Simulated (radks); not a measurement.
Ionisation of the boron ion B+, [He] 2s2, to [He] 2s1 as the strength of local exchange is varied. Calculated with a radial shooting solver on a logarithmic mesh with Libxc functionals: Dirac Kohn-Sham, Slater X-alpha exchange (alpha = 2/3 is LDA exchange), no correlation, spin-unpolarised, spherical densities, finite nucleus; Fermi nuclear charge, rms radius 2.406 fm.

alpha = 0.667: E(B+) (hartree) -23.79494; exchange (hartree) -3.00548; IE (eV) 24.035; -e of the level emptied (eV) 18.158 (2s1/2); <r> of it (bohr) 1.806
alpha = 0.669: E(B+) (hartree) -23.80395; exchange (hartree) -3.01519; IE (eV) 24.058; -e of the level emptied (eV) 18.181 (2s1/2); <r> of it (bohr) 1.805
alpha = 0.671: E(B+) (hartree) -23.81296; exchange (hartree) -3.02491; IE (eV) 24.081; -e of the level emptied (eV) 18.203 (2s1/2); <r> of it (bohr) 1.804
alpha = 0.711: E(B+) (hartree) -23.99370; exchange (hartree) -3.22004; IE (eV) 24.549; -e of the level emptied (eV) 18.659 (2s1/2); <r> of it (bohr) 1.790
alpha = 0.736: E(B+) (hartree) -24.10709; exchange (hartree) -3.34284; IE (eV) 24.844; -e of the level emptied (eV) 18.946 (2s1/2); <r> of it (bohr) 1.781
alpha = 0.762: E(B+) (hartree) -24.22535; exchange (hartree) -3.47125; IE (eV) 25.152; -e of the level emptied (eV) 19.247 (2s1/2); <r> of it (bohr) 1.771
alpha = 0.857: E(B+) (hartree) -24.66047; exchange (hartree) -3.94639; IE (eV) 26.295; -e of the level emptied (eV) 20.367 (2s1/2); <r> of it (bohr) 1.738
alpha = 0.907: E(B+) (hartree) -24.89136; exchange (hartree) -4.20023; IE (eV) 26.907; -e of the level emptied (eV) 20.968 (2s1/2); <r> of it (bohr) 1.722

NIST Atomic Spectra Database: 25.155 eV (measured). The Delta-SCF value meets it near alpha = 0.76. Spin polarisation and multiplet splitting are left out, so open shells lie too high by an amount that depends on their filling.

Beside tabulated values, note that spin-unpolarised runs miss the spin-polarisation part of the exchange energy of open shells.
